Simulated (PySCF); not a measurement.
An unknown is described by computed data only.

Elements present: H and Si. Monoisotopic mass: 121.9860 u.

| Property | Result |
| --- | --- |
| NMR, other nuclei | isotropic shieldings of nuclei other than C and H, by class: 466 (2 Si), 477 (2 Si) ppm [GIAO PBE0/pcSseg-1] |
| Triplet | lowest triplet excitation (Tamm–Dancoff): 5.81 eV [TDA PBE0/def2-SVPD] |
| Rotational structure | rotational constants A, B, C: 3.506, 1.111, 0.918 GHz [GFN2-xTB] |
| 1H NMR | chemical shifts (computed TMS as zero) by class: 3.51 (4 H), 3.50 (6 H) ppm [GIAO PBE0/pcSseg-1] |
| Dipole | 0.19 D [PBE0/def2-SVPD] |
| Polarisability | 121.1 au [PBE0/def2-SVPD] |
| UV, strongest line | among the 8 lowest singlet transitions: S6 at 7.28 eV (170 nm, f = 0.352) [TDDFT PBE0/def2-SVPD] |
| XPS | Si2p3/2 106.2 (×2), Si2p3/2 106.4 (×2), Si1s 1845.8 (×2), Si1s 1846.1 (×2) eV [ΔSCF SCAN, pcX-2 on the ionised atom, pcseg-1 elsewhere, spin-free X2C, 2p3/2 from a spin–orbit splitting computed afterwards within the 2p shell] |
| UV, first state | lowest singlet excitation: 6.61 eV (188 nm, f = 0.123) [TDDFT PBE0/def2-SVPD] |

The electronic properties come from PySCF, for the isolated species, density fitting. Levels stand in brackets. Isolated species at its GFN2-xTB geometry (one conformer only). NMR values are class means; diastereotopic atoms form classes of their own.

**Question.** Which formula fits the mass and the elements?

**Answer.** Si4H10 (calculated 121.9860). No other formula that holds each of these elements comes within 0.0003 u with a fitting electron parity and a possible valence count.

**Question.** Propose a structure and show how it fits.

**Answer.** Numbering: `[SiH3:1][SiH2:2][SiH2:3][SiH3:4]`. Its formula, Si4H10, gives 0 degrees of unsaturation, so no ring and no π bond. Hydrogen classes from least to most shielded: 4 H on 2 SiH2 silicons, Si2/Si3 (3.51 ppm), 6 H on 2 SiH3 silicons, Si1/Si4 (3.50 ppm). The other shieldings belong to: 466 ppm, SiH3 silicon [Si1/Si4]; 477 ppm, SiH2 silicon [Si2/Si3]. The core levels belong to: Si2p3/2 106.2 eV, SiH2 silicon [Si2/Si3]; Si2p3/2 106.4 eV, SiH3 silicon [Si1/Si4]; Si1s 1845.8 eV, SiH2 silicon [Si2/Si3]; Si1s 1846.1 eV, SiH3 silicon [Si1/Si4]. S1 is mainly HOMO→LUMO (weight 0.79); the largest Löwdin shares of the orbital it empties are 0.28 on each of 2 atoms of one kind (SiH2 silicon) and 0.12 on each of 2 atoms of one kind (SiH3 silicon), of the orbital it fills 0.22 on each of 2 atoms of one kind (SiH2 silicon) and 0.14 on each of 2 atoms of one kind (SiH3 silicon). The optimised geometry has point group C2 and is an asymmetric top. Structure: tetrasilane, `[SiH3][SiH2][SiH2][SiH3]`. Computed isomers that give other values at the same levels: `[SiH3][SiH]([SiH3])[SiH3]` (1H chemical shifts (computed TMS as zero) by class: 3.59 (9 H), 3.29 (1 H) ppm). The assignments are read from this structure; whether some other isomer fits the data as well wasn't checked.

Conformer computed: `[SiH3:1][SiH2:2][SiH2:3][SiH3:4]`: Si1–Si2–Si3–Si4 57°.
